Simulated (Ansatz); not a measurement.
`O[Si](O)(Cl)Cl` + HCl → `O[Si](Cl)(Cl)Cl` + H₂O at 700 K and 1 bar (ligand exchange at the Si–O bond).

Isolated molecules relaxed with PBE0-D4/def2-TZVP in Ansatz; ΔE leaves out vibrations. CCSD(T)/CBS adds triple-zeta CCSD(T) − MP2 to the extrapolated MP2 energy (def2 sets, frozen cores). This one scheme is used for every species. Each species was taken in one conformer, which may not be the lowest.

```json
{"species": "`O[Si](O)(Cl)Cl`", "CCSD(T)/CBS energy (Eh)": "-1360.40718", "H − E (kJ/mol)": "154.2", "S (J/(mol·K))": "450.6"}
{"species": "HCl", "CCSD(T)/CBS energy (Eh)": "-460.38127", "H − E (kJ/mol)": "38.4", "S (J/(mol·K))": "211.8"}
{"species": "`O[Si](Cl)(Cl)Cl`", "CCSD(T)/CBS energy (Eh)": "-1744.40331", "H − E (kJ/mol)": "116.4", "S (J/(mol·K))": "444.8"}
{"species": "H₂O", "CCSD(T)/CBS energy (Eh)": "-76.37941", "H − E (kJ/mol)": "80.5", "S (J/(mol·K))": "218.4"}
```

H − E and S are ideal-gas, rigid-rotor, harmonic terms from PBE0-D4/def2-TZVP, for one conformer and one mirror image of each species. 1 Eh = 2625.50 kJ/mol, R = 8.31446 J/(mol·K).

Task: By hand: ΔE, ΔH, ΔS and ΔG.

Result: ΔE = (-1744.40331) + (-76.37941) − (-1360.40718) − (-460.38127) = 0.00573 Eh = 15.0 kJ/mol. Δ(H − E) = 116.4 + 80.5 − 154.2 − 38.4 = 4.3, so ΔH = 19.3 kJ/mol. ΔS = 444.8 + 218.4 − 450.6 − 211.8 = 0.8 J/(mol·K). ΔG = 19.3 − 700 × (0.8)/1000 = 18.7 kJ/mol.

Task: By hand: the equilibrium constant, and the temperature at which ΔG would vanish if ΔH and ΔS stayed fixed.

Result: log₁₀ K = −ΔG/(RT ln 10) = -1.4. ΔG = 0 at ΔH/ΔS = 24125 K, far beyond where these terms or the molecules hold.

The number of gas molecules stays the same, so ΔS is small and ΔH decides. A doubt of 5 kJ/mol in ΔE shifts log₁₀ K by 0.4 here. Other conformers and mirror images would add mixing entropy, several J/(mol·K) or more a flexible species. These are equilibria of isolated gas molecules and say nothing of rates. Largest T1 diagnostic: 0.010 (customary marks: 0.02 for closed shells, 0.045 for open ones).
